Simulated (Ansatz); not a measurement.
C$_{2}$H$_{6}$AlFSi, SMILES `F[CH]1[CH2][Al]1[SiH3]`, relaxed with RKS PBE-D4/def2-SVP in Ansatz from a rough embedded geometry. The force threshold is 0.03 eV/Å; the program also tests the step.

The species carries charge 0 and has multiplicity 1.

Start:

```xyz
11

F    -2.745    0.283   -0.441
C    -1.509    0.697   -0.768
C    -0.835   -0.351   -1.613
Al   -0.026   -0.249    0.199
Si    1.707   -0.265    1.745
H    -1.359    1.760   -1.117
H    -0.129    0.079   -2.420
H    -1.401   -1.217   -1.889
H     1.241    0.093    3.139
H     2.717    0.752    1.364
H     2.340   -1.583    1.801
```

| step | energy (eV) | largest force (eV/Å) | largest move (Å) |
| --- | --- | --- | --- |
| 1 | -19339.1375 | 2.472 | 0.000 |
| 2 | -19339.4464 | 0.940 | 0.184 |
| 3 | -19339.5053 | 0.211 | 0.071 |
| 4 | -19339.5141 | 0.392 | 0.165 |
| 5 | -19339.5294 | 0.182 | 0.073 |
| 6 | -19339.5469 | 0.218 | 0.148 |
| 7 | -19339.5474 | 0.811 | 0.195 |
| 8 | -19339.5723 | 0.253 | 0.102 |
| 9 | -19339.5833 | 0.141 | 0.081 |
| 10 | -19339.5850 | 0.138 | 0.067 |
| 11 | -19339.5866 | 0.035 | 0.013 |
| 12 | -19339.5868 | 0.067 | 0.040 |
| 13 | -19339.5871 | 0.018 | 0.019 |

End:

```xyz
11

F    -2.925    0.352   -0.645
C    -1.595    0.702   -0.812
C    -0.698   -0.249   -1.617
Al    0.019    0.144    0.159
Si    1.763   -0.276    1.819
H    -1.536    1.745   -1.197
H    -0.481   -0.042   -2.683
H    -1.033   -1.307   -1.497
H     1.299   -0.059    3.235
H     2.901    0.674    1.546
H     2.286   -1.684    1.693
```

Hardware: 4 threads of an Arm Neoverse V1 on a shared host. Wall time 19 s, peak host memory 0.16 GiB.
